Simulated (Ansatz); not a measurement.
Consider the ligand exchange at a B–O bond: `C[SiH2]BO[SiH3]` + HCl → `C[SiH2]BCl` + silanol.

Calculated with Ansatz (gas phase, PBE0-D4/def2-TZVP geometries, no zero-point term in ΔE). CBS: MP2 limit from def2 TZ/QZ plus the TZ coupled-cluster correction, frozen cores. This one scheme is used for every species. DFT in def2-TZVPP. B3LYP here is the variant with VWN-RPA as its local correlation; programs differ in this. Each species was taken in one conformer, which may not be the lowest.

`C[SiH2]BO[SiH3]`:

Z-matrix (Å, degrees):
```
C
Si 1 1.880
H 1 1.093 2 110.6
H 1 1.093 2 111.0 3 -119.8
H 1 1.092 2 111.1 3 120.1
B 2 2.032 1 112.1 3 55.9
H 2 1.497 1 108.8 3 -62.5
H 2 1.492 1 110.0 3 -179.2
O 6 1.351 2 120.5 1 143.8
H 6 1.212 2 121.4 1 -37.6
Si 9 1.660 6 132.0 2 178.3
H 11 1.482 9 107.9 6 120.9
H 11 1.482 9 107.9 6 -120.2
H 11 1.485 9 110.0 6 0.4
```

HCl:

```xyz
2

Cl   -0.464    0.278   -0.341
H     0.464   -0.278    0.341
```

`C[SiH2]BCl`:

```xyz
10

C    -0.543    0.253    1.360
Si   -0.286    0.524   -0.474
B     0.966   -0.811   -1.321
Cl    1.702   -2.072   -0.367
H     0.406    0.322    1.896
H    -1.227    0.996    1.776
H    -0.961   -0.739    1.547
H     0.269    1.887   -0.733
H    -1.586    0.448   -1.206
H     1.259   -0.807   -2.479
```

`O[SiH3]`:

Z-matrix (Å, degrees):
```
Si
O 1 1.648
H 1 1.489 2 111.7
H 1 1.489 2 111.7 3 120.9
H 1 1.481 2 105.9 3 -119.6
H 2 0.957 1 117.9 3 -60.5
```

```tsv
level	ΔE (kJ/mol)
B3LYP-D4	38.7
HF/def2-TZVPP	40.2
HF/CBS(def2)	41.8
CCSD/CBS(def2)	35.5
```

(1) What does CCSD(T)/CBS give? (An estimate is asked.)

Largest T1 diagnostic among the species: 0.013.

Answers

(1) Computed: +34.4 kJ/mol. The listed levels differ from it by 4.3, 5.8, 7.4, 1.1 kJ/mol.

In def2-TZVPP, CCSD(T) changes the Hartree–Fock value by −3.3 kJ/mol (the triples alone add −1.1 kJ/mol) and MP2 by −7.5 kJ/mol.
